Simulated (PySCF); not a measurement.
Calculated NMR parameters of C=C[P@@]1(=N[SiH3])C[C@H]1C

* Formula: C5H12NPSi
* SMILES: C=C[P@@]1(=N[SiH3])C[C@H]1C
* Point group of the computed structure: C1
* Carbon signals: 5
* Proton signals: 8

Bonds (- single, = double, # triple, : aromatic): C1=C2, C2-P3, P3=N4, N4-Si5, P3-C6, C6-C7, C7-C8, C7-P3. C1 carries H9, H10; C2 carries H11; Si5 carries H12, H13, H14; C6 carries H15, H16; C7 carries H17; C8 carries H18, H19, H20. Stereochemistry as in C=C[P@@]1(=N[SiH3])C[C@H]1C. H16 is cis to C8 on the ring; H10 is cis to P3; H15 is trans to C8 on the ring; H9 is trans to P3.

- σ from GIAO-KT3/pcSseg-1
- geometry from PBE0-D3(BJ)/def2-SVP
- program: PySCF
- equivalent nuclei averaged, in vacuum, no relativistic terms, one conformer

Scale: TMS for $^{1}$H (σ = 31.32 ppm) and $^{13}$C (σ = 182.31 ppm) and $^{29}$Si (σ = 365.51 ppm); $^{31}$P (σ = 332.35 ppm) vs H3PO4; $^{15}$N (σ = 262.01 ppm) vs NH3 (reference shieldings calculated alike).

| carbon | δC, type | δH (multiplicity) | HMBC from (2–3 bonds) | span of the C tensor (ppm) |
| --- | --- | --- | --- | --- |
| C1 | 135.3, CH2 | H9 6.63 (m); H10 6.54 (m) | H11 | 246 |
| C2 | 124.2, CH | 5.63 (m) | H9, H10, H15, H17, H16 | 187 |
| C6 | 20.9, CH2 | H15 2.09 (m); H16 0.70 (m) | H11, H17, H18/H19/H20 | 40 |
| C7 | 25.8, CH | 1.86 (m) | H11, H15, H18/H19/H20, H16 | 56 |
| C8 | 18.0, CH3 | 1.21 (m) | H15, H17, H16 | 32 |

Other nuclei:
```
      atoms    nucleus                                        environment  δ (ppm)  σ (ppm)
H12/H13/H14    $^{1}$H                  hydrogen on a silicon bonded to N     4.83    26.49
         P3   $^{31}$P  phosphorus bonded to 3 C, N, in a 3-membered ring   -100.6    433.0
        Si5  $^{29}$Si                           silicon bonded to N, 3 H    -66.2    431.7
         N4   $^{15}$N                           nitrogen bonded to P, Si     -2.7    264.7
```

δC 135.3: terminal =CH2 carbon; the olefinic region. δC 124.2: alkene CH; an sp2 carbon of a C=C bond. δC 25.8, 20.9: three-membered-ring carbon; carbons of three-membered rings are unusually shielded. δH 6.63, 6.54: hydrogen on a terminal =CH2 carbon; olefinic region. δH 5.63: hydrogen on an alkene CH; olefinic region.

Splittings by $^{31}$P in the carbon and heteronuclear signals aren't shown, as no couplings were computed. Shifts are as computed, not scaled to solution data. Of 1211 compounds with measured shifts, 218 miss one by over three times the rms of a fit or turn the order of signals round; such compounds aren't used in these exercises. Experimental scales use liquid or dissolved standards, which lie at an offset from isolated NH3 (liquid NH3: subtract about 20 ppm) and H3PO4. No couplings were computed; multiplicities are counted from neighbouring protons, with m where these are inequivalent, close in shift, in a saturated or five-membered ring or joined by F or P, and br s for small geminal =CH2 splittings.
